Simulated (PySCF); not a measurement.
C3F5, SMILES F[C]=C(F)C(F)(F)F, multiplicity 2.

The structure is a stationary point at PBE-D3(BJ)/def2-SVP. The isomer is the one that the SMILES or the coordinates give; other isomers of the formula were not compared.

Computed with SMD-B3LYP/def2-SVP in PySCF.

Solvation free energies are E(SMD) − E(gas) at the gas-phase geometry, for 1 M in both phases. In vacuum the dipole moment is 1.24 D.

Computed solvation free energies in water, acetone, ethylethanoate:
```json
[
 {"solvent": "water", "ΔG(solv) (kcal/mol)": "4.4", "its non-electrostatic (CDS) part": "6.3", "dipole (D)": "1.51"},
 {"solvent": "acetone", "ΔG(solv) (kcal/mol)": "0.6", "its non-electrostatic (CDS) part": "2.4", "dipole (D)": "1.50"},
 {"solvent": "ethylethanoate", "ΔG(solv) (kcal/mol)": "0.9", "its non-electrostatic (CDS) part": "2.3", "dipole (D)": "1.45"}
]
```
